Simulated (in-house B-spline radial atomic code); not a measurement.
Orbital energies and mean radii along the 52-electron series, configuration [Kr] 4d10 4f4 5s2. The effective charge is n√(-2ε), a non-relativistic measure. Computed with a radial B-spline atomic code at the basis-set limit: Dirac-Hartree-Fock, average of the configuration, finite nuclei.

```tsv
ion	Z	energy of 4p3/2 (Eh)	mean radius of 4p3/2 (bohr)	energy of 4f7/2 (Eh)	mean radius of 4f7/2 (bohr)	effective charge of 4p3/2
Sm10+	62	-15.922	0.61636	-6.2456	0.76307	22.572
Eu11+	63	-17.472	0.59998	-7.3772	0.719	23.646
Gd12+	64	?	?	?	?	?
Tb13+	65	-20.794	0.56945	-9.8562	0.64835	25.796
Dy14+	66	?	?	?	?	?
Ho15+	67	-24.401	0.54165	-12.614	0.59334	27.943
```

(1) Fill in the row of Gd12+.

(2) Fill in the row of Dy14+.

(3) How does the screening of 4p3/2 change?

Results:

(1) energy of 4p3/2 (Eh): -19.097; mean radius of 4p3/2 (bohr): 0.58435; energy of 4f7/2 (Eh): -8.5813; mean radius of 4f7/2 (bohr): 0.68125; effective charge of 4p3/2: 24.721.

(2) energy of 4p3/2 (Eh): -22.562; mean radius of 4p3/2 (bohr): 0.55523; energy of 4f7/2 (Eh): -11.201; mean radius of 4f7/2 (bohr): 0.61929; effective charge of 4p3/2: 26.87.

(3) Z less the effective charge goes from 39.43 at Z = 62 to 39.06 at Z = 67.
